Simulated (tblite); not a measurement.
C₄H₁₀PSi (doublet state).
Atom-mapped SMILES: `[PH2:1][Si@@H:2]1[CH2:3][CH:4][CH2:5][CH2:6]1` (hydrogens: H7, H8 on P1; H9 on Si2; H10, H11 on C3; H12 on C4; H13, H14 on C5; H15, H16 on C6)

Computed with GFN2-xTB (tblite), gas phase: L-BFGS steps from a force-field or distance-geometry start until the largest atomic force falls under 0.01 eV/Å.

Step 25: E = -484.8119 eV
```
atom  x, y, z in Å  |  force x, y, z in eV/Å
P1      2.6206    0.2442    1.0562    0.051  -0.074  -0.028
Si2     0.9656    0.2473   -0.4766    0.071  -0.067   0.076
C3     -0.3257    1.5132    0.1268   -0.015  -0.019  -0.023
C4     -1.6064    0.7882    0.1030   -0.070  -0.002  -0.036
C5     -1.6120   -0.6887    0.0133    0.025  -0.027  -0.006
C6     -0.2443   -1.2360   -0.4268    0.025  -0.014  -0.001
H7      3.6431    0.0951    0.1363   -0.016   0.000   0.019
H8      2.5894   -1.1153    1.3206   -0.012   0.035  -0.038
H9      1.4801    0.4398   -1.8426   -0.030   0.057   0.003
H10    -0.0659    1.8417    1.1451   -0.001   0.014  -0.007
H11    -0.3794    2.4231   -0.4731   -0.025   0.064   0.011
H12    -2.5442    1.3113    0.1680   -0.018   0.046  -0.011
H13    -1.8913   -1.1318    0.9812    0.023   0.037   0.035
H14    -2.3946   -1.0097   -0.6835   -0.032  -0.010  -0.015
H15     0.0919   -2.0186    0.2505   -0.007  -0.032   0.018
H16    -0.3343   -1.6949   -1.4100    0.029  -0.008   0.000
```

Step 26: E = -484.8134 eV
```
atom  x, y, z in Å  |  force x, y, z in eV/Å
P1      2.6260    0.2386    1.0573    0.005  -0.054  -0.036
Si2     0.9641    0.2472   -0.4722    0.084  -0.033   0.093
C3     -0.3295    1.5154    0.1273    0.014  -0.037  -0.027
C4     -1.6093    0.7882    0.0997   -0.051   0.010  -0.031
C5     -1.6120   -0.6900    0.0136    0.032   0.004   0.000
C6     -0.2437   -1.2380   -0.4260    0.022   0.034   0.004
H7      3.6426    0.0889    0.1333    0.006   0.006  -0.002
H8      2.5961   -1.1208    1.3175   -0.022   0.017  -0.030
H9      1.4777    0.4443   -1.8378   -0.026   0.056   0.000
H10    -0.0720    1.8458    1.1459   -0.009   0.006  -0.017
H11    -0.3814    2.4252   -0.4741   -0.025   0.041   0.020
H12    -2.5469    1.3132    0.1598   -0.010   0.019  -0.014
H13    -1.8880   -1.1299    0.9840    0.012   0.032   0.024
H14    -2.3949   -1.0107   -0.6824   -0.036  -0.030  -0.008
H15     0.0960   -2.0164    0.2549   -0.032  -0.044  -0.021
H16    -0.3325   -1.6923   -1.4121    0.035  -0.026   0.043
```

Step 27: E = -484.8146 eV
```
atom  x, y, z in Å  |  force x, y, z in eV/Å
P1      2.6309    0.2325    1.0579   -0.020  -0.017  -0.025
Si2     0.9647    0.2468   -0.4670    0.060   0.009   0.073
C3     -0.3326    1.5168    0.1272    0.025  -0.036  -0.022
C4     -1.6124    0.7884    0.0968   -0.008   0.012  -0.036
C5     -1.6118   -0.6908    0.0137    0.020   0.028   0.004
C6     -0.2425   -1.2385   -0.4252    0.012   0.054   0.015
H7      3.6421    0.0830    0.1305    0.031   0.010  -0.025
H8      2.6026   -1.1258    1.3144   -0.031  -0.018  -0.021
H9      1.4750    0.4494   -1.8340   -0.023   0.051   0.012
H10    -0.0787    1.8498    1.1464   -0.012  -0.006  -0.026
H11    -0.3833    2.4276   -0.4747   -0.021   0.007   0.027
H12    -2.5497    1.3148    0.1520   -0.008   0.003  -0.015
H13    -1.8848   -1.1272    0.9866    0.005   0.027   0.011
H14    -2.3958   -1.0124   -0.6813   -0.021  -0.040   0.007
H15     0.0992   -2.0147    0.2580   -0.051  -0.050  -0.045
H16    -0.3304   -1.6907   -1.4127    0.040  -0.034   0.065
```

Q: Estimate the geometry and energy of step 28. (The exact step hangs on the optimiser's Hessian estimate; all steps are aligned on step 27, rigid shifts and turns removed.)

A: E = -484.8157 eV, largest force 0.097 eV/Å
```
atom  x, y, z in Å  |  force x, y, z in eV/Å
P1      2.6357    0.2257    1.0581   -0.020   0.019  -0.003
Si2     0.9665    0.2470   -0.4606    0.017   0.045   0.027
C3     -0.3353    1.5178    0.1270    0.024  -0.019  -0.011
C4     -1.6156    0.7888    0.0937    0.032   0.012  -0.043
C5     -1.6115   -0.6911    0.0138    0.000   0.039   0.005
C6     -0.2409   -1.2378   -0.4240    0.001   0.050   0.027
H7      3.6420    0.0773    0.1267    0.047   0.013  -0.039
H8      2.6087   -1.1317    1.3110   -0.039  -0.049  -0.015
H9      1.4721    0.4552   -1.8297   -0.020   0.045   0.029
H10    -0.0861    1.8540    1.1465   -0.011  -0.018  -0.029
H11    -0.3856    2.4297   -0.4749   -0.014  -0.025   0.028
H12    -2.5529    1.3162    0.1430   -0.001  -0.011  -0.016
H13    -1.8816   -1.1242    0.9893    0.001   0.023  -0.002
H14    -2.3969   -1.0151   -0.6797    0.003  -0.042   0.027
H15     0.1014   -2.0135    0.2600   -0.064  -0.051  -0.053
H16    -0.3276   -1.6894   -1.4118    0.043  -0.032   0.070
```

The energy changes by -0.0011 eV. The first-order estimate −F·Δx gives -0.0016 eV and the mean of the old and new forces, exact on a quadratic surface, -0.0012 eV. The step makes an angle of 72° with the force vector and moves no atom by more than 0.010 Å.

What follows is the cost of the whole relaxation. Time: 0.82 s. Hardware: Arm Neoverse V2, one thread, on a shared host.
